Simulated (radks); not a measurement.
Problem. The mean radii <r> (bohr) of the occupied orbitals of an atom or ion are listed with their occupations. Calculated with a radial shooting solver on a logarithmic mesh with Libxc functionals: Dirac Kohn-Sham, relativistic LDA (MacDonald-Vosko exchange, VWN5 correlation), spin-unpolarised, spherical densities, finite nucleus; Fermi nuclear charge, rms radius of each element as measured or else 0.836 A^(1/3) + 0.57 fm.

| orbital | occ. | <r> |
|---|---|---|
| 1s1/2 | 2 | 0.01667 |
| 2s1/2 | 2 | 0.06949 |
| 2p1/2 | 2 | 0.05711 |
| 2p3/2 | 4 | 0.06571 |
| 3s1/2 | 2 | 0.1785 |
| 3p1/2 | 2 | 0.1686 |
| 3p3/2 | 4 | 0.1835 |
| 3d3/2 | 4 | 0.1591 |
| 3d5/2 | 6 | 0.1636 |
| 4s1/2 | 2 | 0.3599 |
| 4p1/2 | 2 | 0.3556 |
| 4p3/2 | 4 | 0.3775 |

Name the element and its charge. Open shells, if any, fill j = l - 1/2 first.

Solution. Z = 80, mercury, charge +44: Hg44+ in [Kr]. The 1s radius gives Z: for a bare nucleus <r> = (2 gamma + 1)/(2Z) with gamma = sqrt(1 - (Z/c)^2), 0.0164 bohr for Z = 80, and screening makes it slightly larger (0.01667 here). The occupations add up to 36, and the charge is Z minus that.
